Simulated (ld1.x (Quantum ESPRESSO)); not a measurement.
# palladium, RRKJ: configuration errors across variants

```
Element                 : Pd (Z = 46)
Generator               : ld1.x (Quantum ESPRESSO) 7.5
Type                    : norm-conserving RRKJ (Kleinman–Bylander form)
Functional              : PW91
Relativity              : scalar-relativistic
Frozen core             : [Kr]
Valence charge          : 10
Reference configuration : 4d10 5s0 5p0
Partial waves           : 5p (bound, empty): rc 4.20 bohr; 4d (bound): rc 2.15 bohr; 4f channel at -0.05 Ry: rc 4.05 bohr; 5s (bound, empty): rc 2.65 bohr
Local potential         : the s channel
Core correction         : none
```

All-electron excitation energies from the reference (eV): (1) 4d9 5s0 5p0 9.185; (2) 4d8 5s0 5p0 30.080; (3) 4d7 5s0 5p0 64.519; (4) 4d8 5s1 5p0 13.709; (5) 4d6 5s0 5p0 113.947; (6) 4d9 5s1 5p0 1.505; (7) 4d9 5s0 5p1 5.279.

5 further variants failed, have other tests or another functional or relativity, and are left out.

Errors AE − PS in meV (a dash: test not solved or not reliable):

| change | (1) | (2) | (3) | (4) | (5) | (6) | (7) | bound ghosts |
| --- | --- | --- | --- | --- | --- | --- | --- | --- |
| base | -48 | -279 | -747 | -242 | -1374 | -54 | -57 | none |
| wave 4f channel at -0.05 Ry: rc 4.05 bohr becomes 4f channel at -0.05 Ry: rc 3.02 bohr | -48 | -279 | -747 | -242 | -1374 | -54 | -57 | none |
| wave 5s (bound): rc 2.65 bohr becomes 5s (bound): rc 1.80 bohr | -36 | -219 | -604 | -110 | -1132 | -27 | -47 | none |
| wave 4f channel at -0.05 Ry: rc 4.05 bohr becomes 4f channel at 0.04 Ry: rc 4.05 bohr | -48 | -279 | -747 | -242 | -1374 | -54 | -57 | none |
| wave 4d (bound): rc 2.15 bohr becomes 4d (bound): rc 1.80 bohr | -51 | -323 | -953 | -322 | -1974 | -72 | -66 | none |
| wave 5p (bound): rc 4.20 bohr becomes 5p (bound): rc 2.90 bohr | -48 | -279 | -747 | -242 | -1374 | -54 | -69 | none |

Q: Give the same row for: type TM.

A: -51, -314, -909, -305, -1845, -68, -54; bound ghosts: none.
